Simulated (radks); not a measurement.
The nuclear charge of the helium ion He+ is varied continuously with 1 electrons held in 1s1. All-electron calculation, scalar-relativistic Kohn-Sham, PBE, spin-unpolarised, spherical densities, point nucleus; without spin polarisation the odd electron is poorly described. Program: a radial shooting solver on a logarithmic mesh with Libxc functionals. By the Hellmann-Feynman theorem dE/dZ = E(electron-nucleus)/Z, the electronic potential at the nucleus. The scalar-relativistic energy here is not variational (the density holds large components alone), so the two differ by a part that grows with Z.

Z    E (hartree)  E(electron-nucleus)/Z (hartree)  HOMO  e(HOMO) (eV)  <r> HOMO (bohr)
1       -0.45893                        -0.944652    1s        -6.493            1.636
1.5     -1.05578                         -1.44304    1s       -19.425            1.061
2       -1.90215                         -1.94250    1s       -39.130           0.7841
2.5     -2.99836                         -2.44238    1s       -65.626           0.6218
3       -4.34457                         -2.94250    1s       -98.921           0.5151

The central difference of E at Z = 2 is -1.943 hartree, to compare with the third column; the second derivative is -0.999 hartree.
